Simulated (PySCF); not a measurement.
SnMe4, C4H12Sn.
Bonds: Sn1–C2, Sn1–C6, Sn1–C10, Sn1–C14. Hydrogens: H3, H4, H5 on C2; H7, H8, H9 on C6; H11, H12, H13 on C10; H15, H16, H17 on C14.

Computed by this run: PBE0-D3(BJ)/def2-SVP geometry optimisation, gas phase, def2 core potentials past Kr in PySCF 2.14.0; density fitting, grid level 1; the optimiser is geomeTRIC in internal coordinates, started from a GFN2-xTB structure with every atom displaced at random (about 0.03 Å).

Step 0: E = -10166.7584 eV
```
atom  x, y, z in Å  |  force x, y, z in eV/Å
Sn1     0.0614   -0.0764    0.0127   -1.744   1.263  -0.088
C2     -0.0181   -0.0291    2.1883    0.785   1.416   0.045
H3     -1.0748    0.0485    2.5470    0.729   0.126  -0.143
H4      0.6676    0.8295    2.5688   -1.344  -1.172  -0.473
H5      0.4327   -0.9512    2.5377    0.086  -0.529   0.365
C6      2.0558    0.0196   -0.7386    0.798  -0.399   1.011
H7      2.1156   -0.1027   -1.8095   -0.092   0.195  -0.731
H8      2.6714   -0.8009   -0.3137   -0.257   0.106  -0.012
H9      2.5558    0.9488   -0.4070   -0.246  -0.036  -0.268
C10    -1.0416    1.7903   -0.6889   -0.865  -0.862   0.589
H11    -0.9620    1.8784   -1.7682    0.281   0.005  -0.579
H12    -0.5953    2.6883   -0.2413   -0.045   0.040   0.110
H13    -2.1731    1.7836   -0.5022    1.415  -0.150   0.169
C14    -1.0819   -1.7799   -0.7231    2.278   0.716  -1.190
H15    -2.0296   -1.9016   -0.2976   -1.878   0.004   0.854
H16    -0.4718   -2.6402   -0.4773    0.215  -0.671   0.037
H17    -1.1404   -1.7053   -1.8269   -0.119  -0.053   0.302
```

**Question.** Estimate the geometry and energy of step 1. (The exact step hangs on the optimiser's Hessian estimate; all steps are aligned on step 0, rigid shifts and turns removed.)

**Answer.** E = -10167.1135 eV, largest force 0.633 eV/Å
```
atom  x, y, z in Å  |  force x, y, z in eV/Å
Sn1     0.0204   -0.0333    0.0052   -0.119  -0.157   0.198
C2     -0.0268   -0.0057    2.1594    0.390  -0.344  -0.153
H3     -1.0581    0.0888    2.5153   -0.090   0.039   0.079
H4      0.5843    0.8241    2.5302   -0.034   0.192   0.093
H5      0.4156   -0.9365    2.5488   -0.124   0.018   0.053
C6      2.0362    0.0419   -0.7408    0.231  -0.321   0.186
H7      2.0736   -0.0567   -1.8352   -0.056   0.101  -0.003
H8      2.6354   -0.7792   -0.3123   -0.061   0.029  -0.035
H9      2.5142    0.9829   -0.4339   -0.041   0.077  -0.089
C10    -0.9875    1.7048   -0.6627   -0.180   0.433  -0.425
H11    -0.8904    1.7920   -1.7581    0.030   0.072   0.086
H12    -0.5521    2.6015   -0.1976   -0.059   0.039  -0.034
H13    -2.0613    1.6645   -0.4358   -0.034   0.009   0.115
C14    -1.0608   -1.7437   -0.7293    0.450  -0.162  -0.009
H15    -2.0576   -1.8295   -0.2771   -0.013   0.041  -0.014
H16    -0.4725   -2.6453   -0.4933   -0.161  -0.043  -0.017
H17    -1.1412   -1.6711   -1.8225   -0.128  -0.024  -0.032
```

The energy changes by -0.3551 eV. The first-order estimate −F·Δx gives -0.7345 eV and the mean of the old and new forces, exact on a quadratic surface, -0.3341 eV. The step makes an angle of 66° with the force vector and moves no atom by more than 0.176 Å.

What follows is the cost of the whole optimisation. On one thread of an AMD EPYC 9B14, no GPU, on a shared host, this took 55 s of wall time and 0.62 GiB of memory at its peak.
